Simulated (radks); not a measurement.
Isoelectronic series with 6 electrons, all held in the configuration [He] 2s2 2p2, which need not be the ground one along the series. Calculated with a radial shooting solver on a logarithmic mesh with Libxc functionals: non-relativistic Kohn-Sham, PBE, spin-polarised, spherical densities, point nucleus; open shells are filled with parallel spins first (spin-orbit coupling, left out, can overturn this in heavy ions). Total energies (hartree) and screening constants sigma, defined by e = -(Z - sigma)^2 / (2 n^2) hartree (* marks an orbital that is empty in some or all of the ions):

ion    E (hartree)  2p down*  2p up  2s down  2s up  1s down
C        -37.79369     4.970  4.661    4.132  3.926    1.527
S10+    -334.95046     4.330  4.159    3.811  3.668    1.695
Sc15+   -596.07445     4.295  4.126    3.783  3.644    1.711
Fe20+   -932.20345     4.275  4.108    3.768  3.631    1.721
Ga25+  -1343.33489     4.263  4.096    3.758  3.622    1.727
Kr30+  -1829.46769     4.254  4.088    3.751  3.616    1.731
Nb35+  -2390.60134     4.247  4.082    3.745  3.612    1.734
Pd40+  -3026.73555     4.243  4.077    3.742  3.608    1.736
Sb45+  -3737.87015     4.239  4.074    3.738  3.606    1.738
Ba50+   -4524.0050     4.235  4.071    3.736  3.603    1.740
Dy60+   -6321.2754     4.231  4.066    3.732  3.600    1.742

Estimate the row of Pm55+.

Answer. E (hartree) -5385.1401; 2p down* 4.233; 2p up 4.068; 2s down 3.734; 2s up 3.601; 1s down 1.741.
